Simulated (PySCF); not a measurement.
FeH2O, SMILES [OH][FeH] (connectivity only; charge and spin as stated), neutral, multiplicity 5.

Geometry: B3LYP-D3(BJ)/def2-TZVP. The multiplicity is an assumed one; other spin states were not compared.

Calculation: PySCF with TDA-PBE/def2-TZVPD.

Vertical excitations. The molecule is in vacuum.

```csv
state,energy (eV),λ (nm),f,main pairs
root 1,0.51,2443,0.000,β HOMO→LUMO 99 %
root 2,0.68,1828,0.000,β HOMO→LUMO+3 100 %
root 3,0.83,1499,0.000,β HOMO→LUMO+1 97 %
root 4,0.93,1337,0.000,β HOMO→LUMO+2 98 %
root 5,2.53,490,0.013,β HOMO−1→LUMO 97 %
root 6,2.86,434,0.002,β HOMO−1→LUMO+1 90 %
root 7,2.90,428,0.002,β HOMO−1→LUMO+2 93 %
root 8,3.16,393,0.000,β HOMO−1→LUMO+3 98 %
root 9,3.22,386,0.002,β HOMO−2→LUMO 98 %
root 10,3.63,341,0.003,"β HOMO−3→LUMO 61 %, β HOMO−2→LUMO+1 32 %"
```
Unrestricted roots are not spin-pure.
